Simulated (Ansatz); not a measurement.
Consider the formal hydrolysis of the In–F bond: `[NH2][In]([F])[Br]` + H₂O → `[NH2][In]([OH])[Br]` + H–F.

Program: Ansatz. Geometries: PBE0-D4/def2-TZVP. ΔE: electronic, gas phase. CBS: MP2 limit from def2 TZ/QZ plus the TZ coupled-cluster correction, frozen cores. This one scheme is used for every species. Functionals use def2-TZVPP. B3LYP here is the variant with VWN-RPA as its local correlation; programs differ in this. def2 core potentials past Kr. For Br, In outer-core shells are correlated without core-valence functions, which leaves a few kJ/mol of doubt a bond. Scalar relativity is left out up to krypton. One conformer a species, not always the lowest.

```
             level  ΔE (eV)
            B97M-V     0.37
           PBE0-D4     0.30
        r2SCANh-D4     0.32
           ωB97M-V     0.32
            B2PLYP     0.31
             B3LYP     0.35
      MP2/def2-SVP     0.34
SCS-MP2/def2-QZVPP     0.26
```

**Question.** What does CCSD(T)/CBS give? (An estimate is asked.)

**Answer.** The calculation gave: +0.26 eV. The listed levels differ from it by 0.11, 0.04, 0.06, 0.06, 0.05, 0.09, 0.08, 0.00 eV.

**Question.** What do rigid-rotor, harmonic-oscillator terms from PBE0-D4/def2-TZVP frequencies (298.15 K, 1 bar) make of the CCSD(T)/CBS value? (Best estimate.)

**Answer.** Computed: ΔZPE = -0.02 eV, ΔH = +0.25 eV, ΔS = -8 J/(mol·K), ΔG = +0.27 eV.

Largest T1 diagnostic among the species: 0.013.

Leaving LDA and LC-ωPBE aside and taking each functional with its dispersion term where it has one, the values, not all of them listed here, spread over 0.10 eV, from PBE-QIDH to B97M-V. LDA lies −0.07 eV from PBE without D4. In def2-TZVPP, CCSD(T) changes the Hartree–Fock value by −0.15 eV (the triples alone add −0.02 eV) and MP2 by −0.19 eV. At CCSD(T), def2-SVP lies +0.09 eV from the extrapolated value and def2-TZVPP −0.02 eV.
